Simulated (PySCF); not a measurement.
Species: C7H4FNO.
SMILES with atom numbers: `[O:1]=[C:2]=[N:3][c:4]1[cH:5][cH:6][c:7]([F:8])[cH:9][cH:10]1` (hydrogens: H11 on C5; H12 on C6; H13 on C9; H14 on C10)

Structure used (PBE0-D3(BJ)/def2-SVP), in Å, numbered top down from 1:
```xyz
14
C7H4FNO angstrom
O      4.316    0.440   -0.209
C      3.208    0.070   -0.220
N      2.109   -0.410   -0.258
C      0.749   -0.212   -0.109
C     -0.119   -1.292   -0.309
C     -1.492   -1.125   -0.165
C     -1.991    0.126    0.180
F     -3.304    0.287    0.321
C     -1.147    1.212    0.380
C      0.225    1.042    0.236
H      0.299   -2.263   -0.577
H     -2.184   -1.955   -0.316
H     -1.574    2.180    0.648
H      0.900    1.886    0.391
```

Linear response at B3LYP/def2-SVPD (PySCF, frozen core in the response, non-relativistic). One conformer (not necessarily the lowest) at the PBE0-D3(BJ)/def2-SVP geometry, without solvent, vibrations or thermal averaging.

Static isotropic polarisability: 94.29 au (13.97 Å³), principal values 50.4, 88.8, 143.7 au.

Task: What is the polarisability at 1064 nm and at the sodium D line?

Result: 95.65 au at 1064 nm (+1.4 %), 99.03 au at 589.3 nm (+5.0 %). The rise at 589.3 nm is 3.50 times that at 1064 nm; a pure ω² law gives 3.26. The lowest singlet lies at 255 nm, shorter than both wavelengths.

Task: What is the isotropic C6 coefficient between two such molecules, C6 = (3/π)∫α(iω)² dω?

Result: 3249 au (Eh·bohr⁶) by a ten-point quadrature over imaginary frequencies, which is 1940 eV·Å⁶ or 187 J·nm⁶/mol.

Task: Which effective excitation energy ω̄ makes London's formula C6 = (3/4)α²ω̄ exact here?

Result: ω̄ = 4·C6/(3α²) = 0.487 Eh = 13.3 eV. A one-pole form α(ω) = α/(1 − ω²/ω̄²) fitted to the 1064 nm value gives 9.8 eV.

Task: How anisotropic is the static polarisability, by Δα² = ½[(α1 − α2)² + (α2 − α3)² + (α3 − α1)²]?

Result: Δα = 81.2 au, or 0.86 of the isotropic value.

Task: What three-body coefficient follows from the one-pole estimate C9 = (3/4)·α·C6?

Result: 230000 au. This is an estimate from the two numbers above, not a computed integral.

Task: What n − 1 at the D line would an ideal gas of it have at 273.15 K and 1 atm (2.6868 × 10¹⁹ cm⁻³), by n − 1 = 2π·N·α′?

Result: 24.77 × 10⁻⁴, a formal value whether or not that pressure can be reached.

Task: What does −C6/R⁶ come to at R = 12 Å between centres?

Result: -63 J/mol. This is the leading, orientation-averaged term; C8 and higher terms are left out.

Task: How many electrons N does the Slater–Kirkwood formula C6 = (3/4)·√N·α^(3/2) need to give this C6?

Result: N = (4·C6/3)²/α³ = 22.4; the species has 70 electrons in all.

Task: The lowest 6 singlets have (eV, f): 4.86, 0.024; 5.42, 0.276; 5.50, 0.000; 6.40, 0.000; 6.45, 0.001; 6.51, 0.280. What share of the static polarisability do they carry in the sum over states α = Σ f/ω²?

Result: 12.63 au, 13.4 % of α; the largest term, 6.95 au, is that of the state at 5.42 eV. Their oscillator strengths add up to 0.58. Higher states carry the rest.
